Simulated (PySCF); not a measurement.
F4Hf (SMILES [F][Hf]([F])([F])[F]), singlet, at a GFN2-xTB geometry (such geometries of metal compounds can be far from the true shape) (core potentials on Hf).

Here is a job for PySCF.
```python
from pyscf import gto, scf, dft

mol = gto.Mole()
mol.atom = '''
    Hf   -0.000000    0.000000    0.000000
    F     1.205187    0.854949   -1.064829
    F     0.873966   -1.170589    1.087741
    F    -1.190075   -0.908014   -1.037548
    F    -0.889078    1.223654    1.014636
'''
mol.basis = 'def2-svp'
mol.ecp = {'Hf': 'def2-svp'}
mol.charge = 0
mol.spin = 0
mol.verbose = 4
mol.build()

mf = dft.RKS(mol)
mf.xc = 'tpss'
mf.kernel()
```

**Question.** What is the computed HOMO energy (TPSS/def2-SVP (PySCF))?

**Answer.** -10.06 eV

**Question.** What is the computed total energy (TPSS/def2-SVP)?

**Answer.** -447.4308 Eh

**Question.** Predict the HOMO-LUMO gap from TPSS/def2-SVP.

**Answer.** 8.99 eV

**Question.** What number of basis functions does TPSS/def2-SVP give?

**Answer.** 88

**Question.** Give the nuclear repulsion energy at the level TPSS/def2-SVP.

**Answer.** 211.9840 Eh

**Question.** What Mulliken (on the basis functions themselves) charges in atom order does TPSS/def2-SVP give?

**Answer.** Hf1 1.21, F2 -0.30, F3 -0.30, F4 -0.30, F5 -0.30
